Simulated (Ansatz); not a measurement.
Stepwise reaction of `CB(F)F` with hydrogen, as a gas-phase model of exchange steps in deposition or etching. ΔE in kJ/mol.

Computed with Ansatz on PBE0-D4/def2-TZVP structures; ΔE is electronic, products minus reactants. CCSD(T)/CBS adds triple-zeta CCSD(T) − MP2 to the extrapolated MP2 energy (def2 sets, frozen cores). This one scheme is used for every species. Functionals use def2-TZVPP. B3LYP here is the variant with VWN-RPA as its local correlation; programs differ in this.

| step | reaction | PBE-D4 | B3LYP-D4 | ωB97M-V | CCSD(T)/CBS |
| --- | --- | --- | --- | --- | --- |
| 1 | `CB(F)F` + H₂ → `CBF` + H–F | 140.7 | 144.0 | 144.6 | 137.5 |
| 2 | `CBF` + H₂ → `BC` + H–F | 138.7 | 139.9 | 139.0 | 131.7 |

Q: By hand: ΔE of the 2 steps together at CCSD(T)/CBS.

A: (137.5) + (131.7) = 269.2 kJ/mol, or 134.6 kJ/mol a step.

In ΔE each step is lower than the one before. All are uphill at CCSD(T)/CBS. PBE-D4 differs from CCSD(T)/CBS by 3.2 to 7.0 kJ/mol a step. Isolated molecules leave out the surface, adducts and barriers. Largest T1 diagnostic: 0.012.
